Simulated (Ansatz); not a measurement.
`B[O][AlH][CH3]` + `[NH2][AlH2]` → `[CH3][AlH][NH][AlH2]` + `BO` at 298.15 K and 1 bar (ligand exchange at the Al–O bond).

Program: Ansatz. Geometries: PBE0-D4/def2-TZVP. ΔE: electronic, gas phase. CCSD(T)/CBS adds triple-zeta CCSD(T) − MP2 to the extrapolated MP2 energy (def2 sets, frozen cores). This one scheme is used for every species. Each species was taken in one conformer, which may not be the lowest.

| species | CCSD(T)/CBS energy (Eh) | H − E (kJ/mol) | S (J/(mol·K)) |
| --- | --- | --- | --- |
| `B[O][AlH][CH3]` | -383.73557 | 198.9 | 350.5 |
| `[NH2][AlH2]` | -299.14566 | 115.0 | 251.7 |
| `[CH3][AlH][NH][AlH2]` | -581.06085 | 212.1 | 360.2 |
| `BO` | -101.80414 | 103.5 | 230.4 |

H − E and S are ideal-gas, rigid-rotor, harmonic terms from PBE0-D4/def2-TZVP, for one conformer and one mirror image of each species. 1 Eh = 2625.50 kJ/mol, R = 8.31446 J/(mol·K).

Question: By hand: ΔE, ΔH, ΔS and ΔG.

Answer: ΔE = (-581.06085) + (-101.80414) − (-383.73557) − (-299.14566) = 0.01624 Eh = 42.6 kJ/mol. Δ(H − E) = 212.1 + 103.5 − 198.9 − 115.0 = 1.7, so ΔH = 44.3 kJ/mol. ΔS = 360.2 + 230.4 − 350.5 − 251.7 = -11.6 J/(mol·K). ΔG = 44.3 − 298.15 × (-11.6)/1000 = 47.8 kJ/mol.

Question: By hand: the equilibrium constant, and the temperature at which ΔG would vanish if ΔH and ΔS stayed fixed.

Answer: log₁₀ K = −ΔG/(RT ln 10) = -8.4. ΔH and −TΔS have one sign here, so there is no such temperature.

The number of gas molecules stays the same, so ΔS is small and ΔH decides. A doubt of 5 kJ/mol in ΔE shifts log₁₀ K by 0.9 here. Other conformers and mirror images would add mixing entropy, several J/(mol·K) or more a flexible species. Modes under 60 cm⁻¹, often nearly free rotors, make the harmonic entropy too high. These are equilibria of isolated gas molecules and say nothing of rates. Largest T1 diagnostic: 0.014 (customary marks: 0.02 for closed shells, 0.045 for open ones).

ΔS is within the doubt of such terms, so its sign, and with it that verdict, could turn.
